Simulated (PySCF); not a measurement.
An unknown gives this computed stick spectrum. Method used: TDDFT CAM-B3LYP/def2-SVPD, vertical, gas phase, core orbitals frozen in the response (PySCF 2.14.0, density-fitted response routines). Geometries: GFN2-xTB, one conformer each.

```tsv
state	E (eV)	f
S1	5.78	0.147
S2	6.12	0.014
S3	6.65	0.011
S4	6.95	0.120
S5	7.30	0.0072
S6	7.35	0.017
S7	7.54	0.020
S8	7.68	0.0024
```

Triplets computed (Tamm–Dancoff): 4.24, 5.96, 6.18 eV.

Problem. Which structure fits? All have the formula C4H6F2O2Si.
A. `O=C[C@@H]1OC[C@@H](F)[Si@H]1F`
B. `COC1=C[C@@H](F)[Si@H](F)O1`
C. `C([Si@@H](C/C=C\F)F)(=O)O`
D. `O=C1CO[C@@H]([SiH2]F)[C@H]1F`

Solution. B. Its S1, at 5.78 eV, is the highest among the candidates; the nearest of the others has S1 at 4.88 eV. S1 is HOMO→LUMO (85%). Löwdin shares by element: HOMO carbon 55% or more, oxygen 26% (atoms not listed hold the other 19%); LUMO silicon 25%, carbon 12% or more, oxygen 10% or more, hydrogen 9% or more (atoms not listed hold the other 44%). At the same level the other candidates give, for their lowest levels:
- `O=C(O)[Si@H](F)C/C=C\F`: 4.88 eV (f 0.005); 6.07 eV (f 0.051); 6.83 eV (f 0.006); 7.19 eV (f 0.433); 7.43 eV (f 0.022); T1 4.23 eV; HOMO -8.79, LUMO -0.23 eV
- `O=C[C@@H]1OC[C@@H](F)[Si@H]1F`: 4.32 eV (f 0.001); 6.03 eV (f 0.018); 6.39 eV (f 0.042); 6.87 eV (f 0.019); 7.12 eV (f 0.010); T1 3.74 eV; HOMO -9.33, LUMO -0.20 eV
- `O=C1CO[C@@H]([SiH2]F)[C@H]1F`: 3.93 eV (f 0.001); 5.80 eV (f 0.019); 7.04 eV (f 0.008); 7.09 eV (f 0.015); 7.36 eV (f 0.003); T1 3.39 eV; HOMO -9.30, LUMO -0.69 eV

Conformer computed: `[CH3:1][O:2][C:3]1=[CH:4][C@@H:5]([F:6])[Si@H:7]([F:8])[O:9]1`: C1–O2–C3–C4 177°.
